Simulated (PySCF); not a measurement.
A run for PySCF: R-M06-2X/def2-TZVPP on BiF2HTe (SMILES [F][Bi]([F])[TeH]), a point of a torsion scan. Elements past Kr take the def2 small-core potentials; no spin–orbit coupling.

```python
from pyscf import gto, dft

mol = gto.M(
    atom='''
    F    -1.22037928    1.63313706    0.39223319
    Bi   -0.72910006    0.02226056   -0.79811183
    F    -1.70279417   -1.39317381    0.36371952
    Te    1.58009214   -0.27827200    0.62014506
    H     1.22301278    0.98951954    1.58197762
    ''',
    basis='def2-tzvpp',
    ecp={'Bi': 'def2-tzvpp', 'Te': 'def2-tzvpp'},
    charge=0, spin=0, verbose=4, max_memory=1800)
mf = dft.RKS(mol, xc='m062x').density_fit(auxbasis='def2-universal-jkfit')
mf.grids.level = 4
mf.conv_tol = 1e-9
mf.max_cycle = 150
mf.kernel()
mf.dip_moment()
```

It printed:

```
PySCF version 2.14.0

[INPUT] verbose = 4
[INPUT] num. atoms = 5
[INPUT] num. electrons = 66
[INPUT] charge = 0
[INPUT] spin (= nelec alpha-beta = 2S) = 0
[INPUT] symmetry False subgroup None
[INPUT] Mole.unit = angstrom
[INPUT] Symbol           X                Y                Z      unit          X                Y                Z       unit  Magmom
[INPUT]  1 F     -1.220379280000   1.633137060000   0.392233190000 AA   -2.306182607294   3.086181767277   0.741213306064 Bohr   0.0
[INPUT]  2 Bi    -0.729100060000   0.022260560000  -0.798111830000 AA   -1.377799430804   0.042066361779  -1.508212775475 Bohr   0.0
[INPUT]  3 F     -1.702794170000  -1.393173810000   0.363719520000 AA   -3.217814627806  -2.632716944817   0.687330278958 Bohr   0.0
[INPUT]  4 Te     1.580092140000  -0.278272000000   0.620145060000 AA    2.985941396178  -0.525857868135   1.171904320902 Bohr   0.0
[INPUT]  5 H      1.223012780000   0.989519540000   1.581977620000 AA    2.311159201043   1.869920925506   2.989504436991 Bohr   0.0

nuclear repulsion = 308.030317324167
number of shells = 60
number of NR pGTOs = 291
number of NR cGTOs = 176
basis = def2-tzvpp
ecp = {'Bi': 'def2-tzvpp', 'Te': 'def2-tzvpp'}


******** <class 'pyscf.df.df_jk.DFRKS'> ********
method = DFRKS
initial guess = minao
damping factor = 0
level_shift factor = 0
DIIS = <class 'pyscf.scf.diis.CDIIS'>
diis_start_cycle = 1
diis_space = 8
diis_damp = 0
SCF conv_tol = 1e-09
SCF conv_tol_grad = None
SCF max_cycles = 150
direct_scf = False
XC library pyscf.dft.libxc version 7.1.2
    S. Lehtola, C. Steigemann, M. J. T. Oliveira, and M. A. L. Marques,  SoftwareX 7, 1–5 (2018)
XC functionals = m062x
    Y. Zhao and D. G. Truhlar,  Theor. Chem. Acc. 120, 215 (2008)
    Y. Zhao and D. G. Truhlar,  Theor. Chem. Acc. 120, 215 (2008)
radial grids:
    Treutler-Ahlrichs [JCP 102, 346 (1995); DOI:10.1063/1.469408] (M4) radial grids

becke partition: Becke, JCP 88, 2547 (1988); DOI:10.1063/1.454033
pruning grids: <function nwchem_prune>
grids dens level: 4
symmetrized grids: False
atomic radii adjust function: <function treutler_atomic_radii_adjust>
small_rho_cutoff = 0
Set gradient conv threshold to 3.16228e-05
Initial guess from minao.
tot grids = 138888
******** <class 'pyscf.df.df.DF'> ********
auxbasis = def2-universal-jkfit
init E= -605.80440781427
  HOMO = -1.0971865934723  LUMO = -0.915207333367572  gap/eV = 4.95191
cycle= 1 E= -680.875651130864  delta_E= -75.1  |g|= 3.39  |ddm|= 30.4
  HOMO = 0.00186396889880314  LUMO = 0.0292352111773912  gap/eV = 0.74481
cycle= 2 E= -681.013854343687  delta_E= -0.138  |g|= 3.27  |ddm|=  9.3
  HOMO = -0.31616901770513  LUMO = -0.0626853201852594  gap/eV = 6.89764
cycle= 3 E= -682.759909165424  delta_E= -1.75  |g|= 0.545  |ddm|= 4.06
  HOMO = -0.268613938283529  LUMO = -0.0707976185825834  gap/eV = 5.38286
cycle= 4 E= -682.80968374231  delta_E= -0.0498  |g|= 0.292  |ddm|= 0.92
  HOMO = -0.286689018209266  LUMO = -0.0544092418815931  gap/eV = 6.32065
cycle= 5 E= -682.822595644448  delta_E= -0.0129  |g|= 0.0775  |ddm|= 0.24
  HOMO = -0.293686831119057  LUMO = -0.0528376578502735  gap/eV = 6.55384
cycle= 6 E= -682.823570882575  delta_E= -0.000975  |g|= 0.0247  |ddm|= 0.0623
  HOMO = -0.296150882097397  LUMO = -0.0531508643097634  gap/eV = 6.61237
cycle= 7 E= -682.823722406487  delta_E= -0.000152  |g|= 0.00714  |ddm|= 0.0363
  HOMO = -0.296400813619407  LUMO = -0.0528580015459643  gap/eV = 6.62714
cycle= 8 E= -682.823736274264  delta_E= -1.39e-05  |g|= 0.00248  |ddm|= 0.0131
  HOMO = -0.296081263468029  LUMO = -0.0529812465342181  gap/eV = 6.61509
cycle= 9 E= -682.82373833599  delta_E= -2.06e-06  |g|= 0.000878  |ddm|= 0.0049
  HOMO = -0.296152487208229  LUMO = -0.0529154304522372  gap/eV = 6.61882
cycle= 10 E= -682.823738577405  delta_E= -2.41e-07  |g|= 0.000413  |ddm|= 0.00147
  HOMO = -0.296198085404683  LUMO = -0.052915203684468  gap/eV = 6.62006
cycle= 11 E= -682.823738624362  delta_E= -4.7e-08  |g|= 0.000142  |ddm|= 0.000602
  HOMO = -0.296203230548606  LUMO = -0.0529203190387404  gap/eV = 6.62007
cycle= 12 E= -682.82373863108  delta_E= -6.72e-09  |g|= 6.82e-05  |ddm|= 0.000251
  HOMO = -0.296203155932098  LUMO = -0.0529179809472107  gap/eV = 6.62013
cycle= 13 E= -682.823738632367  delta_E= -1.29e-09  |g|= 9.6e-06  |ddm|= 0.000124
  HOMO = -0.296202879759541  LUMO = -0.0529174698218752  gap/eV = 6.62013
cycle= 14 E= -682.82373863243  delta_E= -6.3e-11  |g|= 4.11e-06  |ddm|= 3.1e-05
  HOMO = -0.296203492511538  LUMO = -0.0529172513518587  gap/eV = 6.62016
Extra cycle  E= -682.823738632437  delta_E= -6.82e-12  |g|= 3.25e-06  |ddm|= 7.54e-06
converged SCF energy = -682.823738632437
Dipole moment(X, Y, Z, Debye):  1.93651,  0.03305, -4.31419
```

The run converged.

Cost: about 30 core-seconds (a rough figure).
